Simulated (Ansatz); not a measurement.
Calculated with Ansatz (gas phase, PBE0-D4/def2-TZVP geometries, no zero-point term in ΔE). CCSD(T)/CBS adds triple-zeta CCSD(T) − MP2 to the extrapolated MP2 energy (def2 sets, frozen cores). Functionals use def2-TZVPP. B3LYP here is the variant with VWN-RPA as its local correlation; programs differ in this. Elements past krypton have def2 core potentials. For Sn outer-core shells are correlated without core-valence functions, which leaves a few kJ/mol of doubt a bond.

Reaction (substitution at a C–Si bond): `C[SiH](F)[SnH3]` + dimethylamine → `CN(C)C` + `F[SiH2][SnH3]`

| level | ΔE (kJ/mol) |
| --- | --- |
| B3LYP-D4 | 66.0 |
| HF/def2-TZVPP | 62.9 |
| SCS-MP2/def2-QZVPP | 64.1 |
| HF/CBS(def2) | 62.7 |

(1) What does CCSD(T)/CBS give? (Best estimate.)

Largest T1 diagnostic among the species: 0.013.

Answers

(1) Ansatz gave: +66.7 kJ/mol. The listed levels differ from it by -0.7, -3.8, -2.6, -4.0 kJ/mol.
